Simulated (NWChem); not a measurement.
System: GaH, singlet; SMILES [GaH]

Results from NWChem. Low-valent species are run as closed-shell singlets; no triplet was tried in these runs. The level has its own optimisation; frequencies are unscaled.

Question: Estimate the computed values for BP86/def2-TZVP. Quantities: r Ga–H (Å); highest harmonic frequency (cm⁻¹); zero-point energy (kcal/mol); dipole (D).

Answer: 
```yaml
r Ga–H (Å): 1.699
highest harmonic frequency (cm⁻¹): 1522
zero-point energy (kcal/mol): 2.2
dipole (D): 0.56
```
